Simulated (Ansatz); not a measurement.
Total energies of (ClGaNH)4 cubane (Ga₄N₄Cl₄H₄) from Ansatz at PBE-D4/def2-TZVP, gas phase (1 Eh = 27.2114 eV = 2625.5 kJ/mol). The reference geometry is relaxed at PBE-D4/def2-SVP.

```xyz
16

Ga    1.204    0.426    1.190
Cl    2.691    0.952    2.661
N    -0.580    1.286    0.961
Ga   -1.468   -0.493    0.807
Cl   -3.281   -1.101    1.804
N     0.322   -1.351    0.992
Ga    0.593   -1.316   -0.983
Cl    1.327   -2.940   -2.196
N     1.435    0.482   -0.789
Ga   -0.330    1.382   -1.015
Cl   -0.736    3.089   -2.268
N    -1.177   -0.417   -1.164
H    -0.929    2.059    1.538
H     0.516   -2.163    1.589
H     2.298    0.771   -1.264
H    -1.885   -0.667   -1.864
```

```json
{"state": "charge 0 singlet", "geometry": "reference", "energy (Eh)": "-9760.14416"}
{"state": "charge 1 doublet", "geometry": "reference", "energy (Eh)": "-9759.80760"}
{"state": "charge -1 doublet", "geometry": "reference", "energy (Eh)": "-9760.17471"}
{"state": "charge -1 doublet", "geometry": "relaxed at PBE-D4/def2-SVP", "energy (Eh)": "-9760.18347"}
{"state": "free Ga atom (doublet)", "geometry": "–", "energy (Eh)": "-1924.51515"}
{"state": "free Cl atom (doublet)", "geometry": "–", "energy (Eh)": "-459.95840"}
{"state": "free N atom (quartet)", "geometry": "–", "energy (Eh)": "-54.53214"}
{"state": "free H atom (doublet)", "geometry": "–", "energy (Eh)": "-0.49962"}
```

Single mean-field runs in def2-TZVP are fitted with def2-universal-jkfit.

(1) Work out the vertical ionisation energy to the doublet.

(2) Work out the vertical electron affinity, to the doublet.

(3) Give the fundamental gap IE − EA, the Mulliken electronegativity (IE + EA)/2 and the hardness (IE − EA)/2.

(4) How much does the charge -1 doublet relax, and what is the adiabatic electron affinity?

(5) What is the binding energy per atom against free atoms?

(1) E(charge 1 doublet) − E(charge 0 singlet) = -9759.80760 − (-9760.14416) = 0.33656 Eh = 9.16 eV. For comparison, −ε of the highest occupied level is 7.06 eV at this level, 2.10 eV less.

(2) E(charge 0 singlet) − E(charge -1 doublet) = -9760.14416 − (-9760.17471) = 0.03055 Eh = 0.83 eV. The basis lacks diffuse functions, which makes affinities too small.

(3) From the values in Eh: IE − EA = 0.33656 − 0.03055 = 0.30601 Eh = 8.33 eV; (IE + EA)/2 = 4.99 eV; (IE − EA)/2 = 4.16 eV. The HOMO–LUMO gap of the same run is 4.42 eV, 3.91 eV smaller than the fundamental gap.

(4) Relaxation: -9760.17471 − (-9760.18347) = 0.00876 Eh = 0.24 eV. Adiabatic electron affinity: 0.03931 Eh = 1.07 eV, without zero-point energy. 

(5) Atoms: 4 × (-1924.51515) + 4 × (-459.95840) + 4 × (-54.53214) + 4 × (-0.49962) = -9758.02124 Eh. Binding: -9758.02124 − (-9760.14416) = 2.12292 Eh = 57.77 eV, or 3.61 eV for each of 16 atoms (no zero-point energy, no counterpoise term).

At PBE-D4/def2-TZVP the gap within one spin of the charge 1 doublet nearly closes, so an electron or hole may be smeared out by delocalisation error. At PBE-D4/def2-TZVP the highest occupied level of the charge -1 doublet lies above zero (up to 1.01 eV). By energy differences its removal costs 0.83 eV (vertical, to the charge 0 singlet, at PBE-D4/def2-TZVP); self-interaction error and the lack of diffuse functions both raise the level. At PBE-D4/def2-TZVP the highest occupied level of the relaxed charge -1 doublet lies above zero (up to 0.43 eV). By energy differences its removal costs 1.07 eV (each at its own geometry, to the charge 0 singlet, at PBE-D4/def2-TZVP); self-interaction error and the lack of diffuse functions both raise the level.
